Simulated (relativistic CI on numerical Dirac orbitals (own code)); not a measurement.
# Ga²⁺: calculation against measurement

Calculated at this level of theory: Dirac-Coulomb-Breit CI, KLI orbitals optimised for each configuration, model QED, valence Slater integrals scaled by 0.85, P86 correlation estimate, and configurations built on the next ion tied to the tabulated ionisation energy (semi-empirical) (own radial code, finite nucleus).

Configuration list (outside the closed core [Ar]): 3d¹⁰4s, 3d¹⁰4p, 3d¹⁰4d, 3d¹⁰5s, 3d¹⁰4f, 3d⁹4s², 3d¹⁰5p, 3d¹⁰6s, 3d¹⁰5d, 3d¹⁰6p, 3d⁹4s4p, 3d¹⁰5g, 3d¹⁰5f, 3d¹⁰6d, 3d⁹4p², 3d⁸4s4p², 3d¹⁰6g, 3d⁹4p4d. Levels of other configurations are missing.

```tsv
Configuration	Term (tabulated)	J	Measured (cm⁻¹)	Computed	Error	Purity (%)
3d¹⁰4s	2S	1/2	0.0	0	0	100
3d¹⁰4p	2P°	1/2	65169.4	68985	3816	100
3d¹⁰4p	2P°	3/2	66887.6	70507	3619	100
3d⁹4s²	2D	5/2	130395.6	124143	-6253	96
3d⁹4s²	2D	3/2	133902.0	127596	-6306	96
3d¹⁰5s	2S	1/2	140746.8	141790	1043	100
3d¹⁰4d	2D	3/2	144086.5	144229	143	100
3d¹⁰4d	2D	5/2	144200.3	144346	145	100
3d¹⁰5p	2P°	1/2	160765.6	161562	796	100
3d¹⁰5p	2P°	3/2	161304.4	162027	723	100
3d¹⁰4f	2F° †	5/2	185432.6	185999	566	93
3d¹⁰4f	2F° †	7/2	185439.1	185743	304	81
3d¹⁰6s	2S	1/2	187566.5	187911	345	100
3d¹⁰5d	2D	3/2	189187.7	189683	496	100
3d¹⁰5d	2D	5/2	189250.6	189739	488	100
3d¹⁰6p	2P° †	3/2	196173.7	196925	751	99
3d¹⁰6p	2P° †	1/2	196324.6	196739	415	99
3d¹⁰5f	2F°	7/2	207908.5	208101	192	96
3d¹⁰5f	2F°	5/2	207918.8	208160	241	99
3d¹⁰5g	2G	7/2	208254.0	208317	63	100
3d¹⁰5g	2G	9/2	208254.1	208317	63	100
3d¹⁰6d	2D	3/2	210020.1	210542	522	100
3d¹⁰6d	2D	5/2	210053.7	210571	517	100
3d¹⁰6g	2G	7/2	220346.6	220388	41	100
3d¹⁰6g	2G	9/2	220346.8	220388	41	100
```

Measured levels from Shirai, Reader, Kramida and Sugar, J. Phys. Chem. Ref. Data 36, 509 (2007); pairs were made by configuration, J and term (by order where the table uses no LS term), so strongly mixed levels may be paired wrongly.

Mean error by configuration (cm⁻¹): 3d¹⁰4p 3717; 3d⁹4s² -6280; 3d¹⁰5s 1043; 3d¹⁰4d 144; 3d¹⁰5p 759; 3d¹⁰6s 345; 3d¹⁰5d 492; 3d¹⁰5f 217; 3d¹⁰5g 63; 3d¹⁰6d 520; 3d¹⁰6g 41. Over the excited levels the mean absolute error is 1293 cm⁻¹ (24 of the 27 excited levels that our extract of the source holds in range could be paired, and the others can miss by more), and the median relative error of those above 1,000 cm⁻¹ is 0.25 %. † marks terms whose computed intervals miss the measured ones by more than a factor of 2.5, or configurations far off the rest, from wrong mixing, a near crossing or a doubtful label or measurement; they are left out of the means.
